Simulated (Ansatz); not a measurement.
Results of the Gaussian-basis code of Ansatz.

A structure relaxed at PBE0-D4/def2-TZVP, charge 0, multiplicity 1:

```xyz
5

I     1.4831    0.7030   -1.8891
Ge    0.0000    0.0000    0.0000
I     1.3909   -0.4398    2.0332
I    -1.6441    1.8213    0.4921
I    -1.2300   -2.0844   -0.6362
```

(1) Give its formula and SMILES.

(2) Point group (tolerance 0.08 Å, 0.16 Å for H)?

(3) Summarise the bond lengths by kind.

## Answers

(1) GeI4, `[I][Ge]([I])([I])[I]`.

(2) Td.

(3) 4 × Ge–I 2.502 Å.
